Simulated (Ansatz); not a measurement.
C2H5S (SMILES CC[S]) moved off its minimum; all values from Ansatz (a program for electronic structure), cores frozen in correlated methods. Open shells are unrestricted.
(charge 0, multiplicity 2)
```xyz
8

C      1.6021    -0.2362    -0.2821
C      0.1916    -0.7123    -0.2025
S     -1.0516     0.5128     0.1441
H      1.7953     0.0575     0.9040
H      2.3710    -1.2123    -0.2325
H      1.8406     0.5291    -0.7068
H     -0.1713    -1.5366     0.4449
H     -0.0500    -1.0248    -1.2743
```

Forces at B3LYP/def2-TZVPP (eV/Å):

| atom | Fx | Fy | Fz |
|---|---|---|---|
| C1 | 0.291 | -10.941 | 11.340 |
| C2 | -1.563 | -0.426 | -2.668 |
| S3 | -0.347 | 0.730 | 0.021 |
| H4 | -0.102 | -0.264 | -2.587 |
| H5 | -1.777 | 2.687 | -1.108 |
| H6 | 2.507 | 8.228 | -5.783 |
| H7 | 1.310 | 0.071 | -0.339 |
| H8 | -0.318 | -0.085 | 1.124 |

### Question
Give the forces (eV/Å), the total energy and the dipole at CCSD(T)/cc-pV(T+d)Z.

### Answer

| atom | Fx | Fy | Fz |
|---|---|---|---|
| C1 | 0.411 | -11.011 | 11.424 |
| C2 | -1.667 | -0.623 | -2.771 |
| S3 | -0.351 | 0.816 | 0.048 |
| H4 | -0.128 | -0.272 | -2.555 |
| H5 | -1.804 | 2.692 | -1.098 |
| H6 | 2.522 | 8.385 | -5.889 |
| H7 | 1.331 | 0.073 | -0.298 |
| H8 | -0.314 | -0.060 | 1.139 |
Energy -476.6968 hartree, dipole 1.60 D.
